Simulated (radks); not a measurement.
Results of a calculation; reference values are marked as such.
The holmium ion Ho2+ inside a hard spherical wall (all orbitals vanish at R), configuration held at [Xe] 4f11 and not refilled when levels cross. Level of theory: scalar-relativistic Kohn-Sham, PBEsol, spin-unpolarised, spherical densities, finite nucleus; Fermi nuclear charge, rms radius 5.2022 fm (a radial shooting solver on a logarithmic mesh with Libxc functionals). Eigenvalues in eV, with the zero of energy where the potential of the charges vanishes at infinity; a dash marks a level that is unbound or too diffuse for the functional's potential to be trusted. A positive occupied level is held by the wall or, in an anion where self-interaction has pushed it up, behind a barrier. The pressure on the wall is -dE/dV.

R (bohr)  E (hartree)  kinetic (hartree)    e(4d)    e(5s)    e(5p)    e(4f)  e(6s, empty)  e(5d, empty)  pressure (GPa)
free      -12610.4003          13634.299  -173.13  -64.695  -40.114  -17.308       -14.509       -13.452               0
20        -12610.4003          13634.299  -173.13  -64.695  -40.114  -17.308       -14.509       -13.452        < 0.0001
15        -12610.4003          13634.299  -173.13  -64.695  -40.114  -17.308       -14.509       -13.452        < 0.0001
12        -12610.4003          13634.299  -173.13  -64.695  -40.114  -17.308       -14.509       -13.452        < 0.0001
10        -12610.4003          13634.299  -173.13  -64.695  -40.114  -17.308       -14.508       -13.452        < 0.0001
8         -12610.4003          13634.299  -173.13  -64.694  -40.114  -17.307       -14.476       -13.444        0.000563
7         -12610.4002          13634.299  -173.12  -64.690  -40.110  -17.302       -14.367       -13.414         0.00533
6         -12610.3999          13634.303  -173.09  -64.669  -40.092  -17.275       -13.947       -13.295          0.0566
3.5       -12610.2683          13635.329  -170.48  -62.759  -38.125  -14.801         0.660        -8.270            64.0
3         -12609.9214          13637.577  -166.63  -59.869  -34.828  -11.140        16.714        -2.265             325
2         -12603.1521          13669.113  -134.46  -29.663    1.957   20.432        147.40        50.782           12200
